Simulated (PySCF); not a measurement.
[NbF6]2- holds Nb(IV), d1, at total charge -2. The structure is a PBE0-D3(BJ)/def2-TZVP, IEF-PCM water geometry optimised for multiplicity 2; coordination octahedral, point group D2h, metal–donor distances 1.97–2.01 Å.

The d shell alone is too small an active space for [NbF6]2- (an active orbital has only 0.68 squared overlap with the free ion's shell): its levels, fitted parameters, g values and moments show what this model gives and aren't sound predictions.

```
7

Nb    0.000    0.000    0.000
F     0.000    0.000    2.011
F     0.000    0.000   -2.011
F     1.972    0.061    0.000
F    -1.972   -0.061    0.000
F     0.061    1.972    0.000
F    -0.061   -1.972    0.000
```

Method (PySCF 2.14, density fitting): CASSCF(1,5) with orbitals averaged over all microstates of the shell, strongly contracted NEVPT2 on the averaged canonical orbitals; basis x2c-TZVPall on the metal, x2c-SVPall elsewhere; spin-free X2C; IEF-PCM water; spin-orbit coupling by state interaction with the mean-field operator over all roots.

Question: Which term lies lowest, and with what spin?

Answer: 2B3g (from 2T2g) (S = 1/2, orbital degeneracy 1), with 1.0 electrons in the lower (t2g-type) set and 0.0 in the upper (eg-type) set, by NEVPT2.

Question: Where do the spin-allowed transitions within the shell lie?

Answer: By NEVPT2: 2B2g (from 2T2g) at 1025 cm⁻¹; 2Ag (from 2T2g) at 1105 cm⁻¹; 2Ag (from 2Eg) at 31838 cm⁻¹ (314 nm); 2B1g (from 2Eg) at 34408 cm⁻¹ (291 nm). All are electric-dipole forbidden at this geometry.

Question: What ligand-field parameters describe the result?

Answer: At NEVPT2 level: orbital energies 0, 1025, 1105, 31838, 34408 cm⁻¹; 10Dq = 32413 cm⁻¹ (difference of the means of the two sets); ζ = 649 cm⁻¹ (free ion 721).

Question: What magnetic behaviour follows?

Answer: The ground doublet has g = 0.893, 1.091, 1.476. μeff is 1.30 μB at 300 K and 1.03 μB at 10 K; the spin-only value is 1.73 μB.

No frequencies were computed for the optimised geometry. Charge-transfer states lie outside this active space and may come lower than some of these levels. NEVPT2 on the d shell alone tends to put d–d bands too high for such charged or covalently bound ions.

The job took 10 s on one thread of Arm Neoverse V1 (shared host), with 147 basis functions and a peak of 0.56 GiB, launched as `OMP_NUM_THREADS=1 python lf_run.py task.json out`.
